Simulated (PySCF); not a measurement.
Constitutional and geometric isomers with formula H4B2Si. Isolated molecules, 0 K electronic values unless said otherwise. One relaxed conformer stands for each flexible species; it need not be the lowest. Strings in code marks are SMILES.

The LUMO from two functionals at the same geometries (B3LYP-D3(BJ)/def2-TZVP), both in PySCF: PBE-D3(BJ)/def2-TZVP and B3LYP-D3(BJ)/def2-TZVP. B3LYP has the VWN-RPA correlation part, as in Gaussian. 

```csv
species,B3LYP-D3(BJ)/def2-TZVP (eV)
`B1B[SiH2]1`,-2.11
`B(=[SiH2])B`,-2.73
`B/[SiH]=B\[H]`,-3.00
```

What does PBE-D3(BJ)/def2-TZVP give for each?


- `B1B[SiH2]1`: -2.77
- `B(=[SiH2])B`: -3.44
- `B/[SiH]=B\[H]`: -3.84
Over these rows, drawn at random from the members with no instability flagged (it was tested for open shells, ions and some series alone), PBE minus B3LYP-D3(BJ): mean -0.74 eV, from -0.84 eV to -0.67 eV.
